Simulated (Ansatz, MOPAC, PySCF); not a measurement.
Donor–acceptor adduct: BH3 (SMILES B) (first 4 atoms) with C2H6O (SMILES COC); geometry from B3LYP-D3(BJ)/def2-TZVP.
(charge 0, multiplicity 1):
```xyz
13

B      0.14919     0.22652     1.09459
H      1.28059     0.51303     0.80576
H     -0.68600     1.01995     0.75031
H     -0.14383    -0.93133     0.90094
C     -1.16373     0.17626     3.32437
O      0.13815     0.36415     2.74530
C      1.15283    -0.42371     3.38970
H     -1.11015     0.40816     4.38769
H     -1.49260    -0.85312     3.16804
H     -1.83110     0.86194     2.81364
H      1.16341    -0.17934     4.45152
H      2.09472    -0.15592     2.92333
H      0.94807    -1.48546     3.23812
```

Interaction energies are E(AB) − E(A) − E(B) at the monomers' geometry in the complex; basis-set methods are counterpoise corrected. Rows marked so take none.

Rows in 6-31G* carry no dispersion term and start afresh at each structure (6-31G* with six Cartesian d functions). The state that PM6 reach isn't checked.

Run with Ansatz (Gaussian basis) for Hartree–Fock, density functionals and correlated methods; MOPAC for PM6 (differences of heats of formation); PySCF for 6-31G* rows, the dispersion terms. Values without a source in brackets are computed.

Problem. One of these levels gives -26.20 kcal/mol for the interaction energy. Name it.
(A) BLYP/def2-TZVPPD
(B) BP86/6-31G* (no counterpoise)
(C) PM6
(D) BLYP-D3(BJ)/def2-TZVPPD

Solution. A, BLYP/def2-TZVPPD. The others give -38.39 (PM6), -30.29 (BLYP-D3(BJ)/def2-TZVPPD), -32.93 (BP86/6-31G* (no counterpoise))

Ansatz is a program for electronic structure.
